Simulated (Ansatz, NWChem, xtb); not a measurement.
# Ligand exchange: GeH4 + SiH3(InH2) → SiH3(GeH3) + InH3

Species: GeH4 (germane) `[GeH4]`, singlet; SiH3(InH2), singlet; SiH3(GeH3), singlet; InH3 `[InH3]`, singlet. The partners trade H for SiH3: Ge–H and In–SiH3 bonds give way to Ge–SiH3 and In–H.

Shapes, held fixed at every level: PBE0-D4/def2-TZVP. Programs: Ansatz 0.2.0, xtb 6.7.1. Electronic energies: no zero-point or thermal term.

```json
{"level": "GFN2-xTB", "kind": "semi-empirical", "ΔE (kJ/mol)": "+14.1", "less CCSD(T)/def2-TZVPP": "+0.3"}
{"level": "HF/def2-SVP", "kind": "Hartree–Fock", "ΔE (kJ/mol)": "+18.5", "less CCSD(T)/def2-TZVPP": "+4.7"}
{"level": "HF/def2-TZVPP", "kind": "Hartree–Fock", "ΔE (kJ/mol)": "+13.5", "less CCSD(T)/def2-TZVPP": "-0.3"}
{"level": "PBE-D4/def2-TZVPP", "kind": "GGA", "ΔE (kJ/mol)": "+13.9", "less CCSD(T)/def2-TZVPP": "+0.1"}
{"level": "PBE0-D4/def2-TZVPP", "kind": "global hybrid", "ΔE (kJ/mol)": "+13.4", "less CCSD(T)/def2-TZVPP": "-0.4"}
{"level": "MP2/def2-TZVPP", "kind": "perturbation theory", "ΔE (kJ/mol)": "+15.8", "less CCSD(T)/def2-TZVPP": "+2.0"}
{"level": "CCSD/def2-SVP", "kind": "coupled cluster or CI", "ΔE (kJ/mol)": "+19.5", "less CCSD(T)/def2-TZVPP": "+5.7"}
{"level": "CCSD(T)/def2-TZVPP", "kind": "coupled cluster or CI", "ΔE (kJ/mol)": "+13.8", "less CCSD(T)/def2-TZVPP": "0.0"}
```

The highest level, CCSD(T)/def2-TZVPP, gives ΔE = +13.8 kJ/mol; the levels span +13.4 to +19.5. The column of differences is taken from that level and isn't an error. No measured value is set beside it here. For atoms past krypton def2 sets carry core potentials with scalar relativity. Relativity is left out for Ge. Outer-core shells of Ge, In are correlated in most correlated rows, in sets that cover them unevenly.
